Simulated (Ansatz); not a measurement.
A barrier at the coupled-cluster level

Start structure (SnNH5O, closed shell), relaxed at PBE0-D4/def2-TZVP:

```
8
angstrom
Sn -0.6410 0.2340 0.2939
N 1.2758 -0.3982 0.2390
O -1.1919 0.2594 -1.5922
H -0.4633 -0.0261 -2.1501
H -0.7494 1.8375 0.8636
H -1.6431 -0.8938 1.0883
H 1.4521 -1.2830 0.6941
H 1.9607 0.2700 0.5634
```

The step: SnNH₅O ([NH2][SnH2][OH]) → SnH₂O ([O][SnH2]) + NH₃ (still joined by a long Sn–N bond); bonds formed: N2–H4; bonds broken: O3–H4; bonds weakened to dative contacts: Sn1–N2. Computed with Ansatz 0.2.0 (basis: def2-TZVPP and def2-QZVPP); correlated methods freeze the cores. Filled d shells of the heavier atoms are correlated. Core potentials replace the inner electrons of the atoms past krypton. The def2 sets are not built for correlating such inner shells, so the correlated values are less sure here. Extrapolation: Hartree–Fock as exp(−7.88 √X), correlation as X^−2.97. Energies below are by CCSD(T) at an estimated basis limit (MP2 extrapolated from triple and quadruple zeta, plus CCSD(T) − MP2 in triple zeta).

Problem. What are the electronic barrier and the energy of the step, from the start structure to the end structure? (Judge from chemistry; the value comes from the calculation.)

Solution. By the calculation: Barrier 1.678 eV; step energy 1.398 eV (uphill); reverse barrier, their difference, 0.280 eV. Barrier and step energy count from the start structure, the reverse barrier from the end structure.

The saddle point: One imaginary mode of 1069i cm⁻¹.
```csv
pair,start (Å),saddle (Å),end (Å)
N2–H4,2.98,1.18,1.02
Sn1–N2,2.02,2.20,2.34
O3–H4,0.96,1.43,2.55
```

Zero-point energy (harmonic, PBE0-D4): ZPE is 1.407 eV at the start and 1.352 eV at the saddle, so the barrier goes from 1.678 to 1.623 eV.

The T1 diagnostic stays at or below 0.022. The start structure is not quite a true minimum (one mode of 89i cm⁻¹).

Labels in which every atom is bracketed show which atoms are joined, not bond orders.

For scale, one of the runs: CCSD(T)/def2-TZVPP, 182 basis functions, launched by `ansatz run in.yaml --threads 4 --pin off --events-out ev --progress --plain --max-ram 9574MiB`. Time: 65 s of wall clock on 4 CPU threads of an Intel Xeon; the host was shared. Peak host memory: 2.1 GiB.
